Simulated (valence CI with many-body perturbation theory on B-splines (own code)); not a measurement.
# Kr⁴⁺: configurations and terms from energies and g

Computed by relativistic CI+MBPT: four valence electrons over a frozen Dirac-Fock core [Ar] 3d10, radial functions for each j: 11 s, 11 p, 9 d, 7 f, 5 g, 2 h, 1 i, with the one-electron correlation potential Σ1, the two-electron term Σ2, the three-electron term Σ3, Breit, model QED; selected CI, second order for the rest, scaled by the run's own slope (own B-spline code, finite nucleus).

Set against measurement, 35 paired levels are off by 129 cm⁻¹ on average, the worst by 744. These come from a selection out of Saloman, J. Phys. Chem. Ref. Data 36, 215 (2007). Levels without a partner in it may be off by more. Among the levels kept, up to 390 cm⁻¹ of a level comes from second order outside the variational space, and about a tenth of that is noise between levels of different J, which matters for small intervals. 4 measured levels below the end of the list, from 307667 cm⁻¹ on, found no clear computed partner, and computed levels of the same name lie up to 40129 cm⁻¹ from them.

| No. | J | Parity | E (cm⁻¹) | g |
| --- | --- | --- | --- | --- |
| 2 | 1 | even | 3738 | 1.501 |
| 3 | 2 | even | 7587 | 1.456 |
| 4 | 2 | even | 19728 | 1.045 |
| 6 | 2 | odd | 97467 | 1.997 |
| 7 | 1 | odd | 129470 | 0.531 |
| 8 | 2 | odd | 129590 | 1.184 |
| 9 | 3 | odd | 130820 | 1.334 |
| 11 | 1 | odd | 148120 | 1.474 |
| 12 | 2 | odd | 148490 | 1.466 |
| 14 | 1 | odd | 185230 | 1.772 |
| 15 | 2 | odd | 190000 | 0.671 |
| 16 | 3 | odd | 192670 | 1.085 |
| 18 | 4 | odd | 196800 | 1.250 |

Energies count from the lowest level. Strongly mixed levels and levels close to another of their J and parity, and those with J = 0 are left out, so the numbers can have gaps.

(1) Give configuration and LS term of each level.

Answers

(1) 2: 4s2 4p2 3P; 3: 4s2 4p2 3P; 4: 4s2 4p2 1D; 6: 4s 4p3 5S°; 7: 4s 4p3 3D°; 8: 4s 4p3 3D°; 9: 4s 4p3 3D°; 11: 4s 4p3 3P°; 12: 4s 4p3 3P°; 14: 4s 4p3 3S°; 15: 4s2 4p 4d 3F°; 16: 4s2 4p 4d 3F°; 18: 4s2 4p 4d 3F°.
